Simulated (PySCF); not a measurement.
Species: bromotrifluorosilane, BrF₃Si.
SMILES with atom numbers: `[F:1][Si:2]([F:3])([F:4])[Br:5]`

Method used: core-valence-separated Tamm–Dancoff BHandHLYP/aug-pcX-1 (def2-SVPD on Si, def2-SVPD on Br) in PySCF, non-relativistic, gas phase, PBE0-D3(BJ)/def2-SVP geometry. BHandHLYP without relativity tends to put these K edges a few eV too low, so spacings mean more than positions.

(1) List the fluorine K-edge absorption lines.

Results:

(1) 
| E (eV) | f | core hole on | main final orbital |
| --- | --- | --- | --- |
| 685.38 | 0.0485 | F1/F3/F4 | LUMO (3 roots, f summed) |
| 687.37 | 0.0478 | F1/F3/F4 | LUMO+2/LUMO+3 (3 roots, f summed) |
| 687.66 | 0.0421 | F1/F3/F4 | LUMO+1 (3 roots, f summed) |
| 688.21 | 0.0233 | F1/F3/F4 | spread (3 roots, f summed) |
| 688.71 | 0.0147 | F1/F3/F4 | spread (3 roots, f summed) |

The first line with a tenth or more of the strongest one's intensity is at 685.38 eV (f = 0.048, sum of 3), with the hole on F1/F3/F4 (silicon-bound fluorine). It is also the strongest listed.

Roots within 0.03 eV whose holes lie on the same, on equivalent or on shared atoms are summed into one line, and the highest roots are left out, as the search may have cut off their partners. Final orbitals are the ground state's empty Kohn–Sham orbitals.

Task: What is the summed oscillator strength of the listed F K lines, and their intensity-weighted mean energy?

Result: Σf = 0.176 over 5 lines from 685.38 to 688.71 eV; the weighted mean is 687.11 eV. The strongest line holds 27 % of the sum.

Only the lowest roots of each edge were sought. Relativistic effects, spin–orbit coupling among them, are left out although an element past zinc is present.
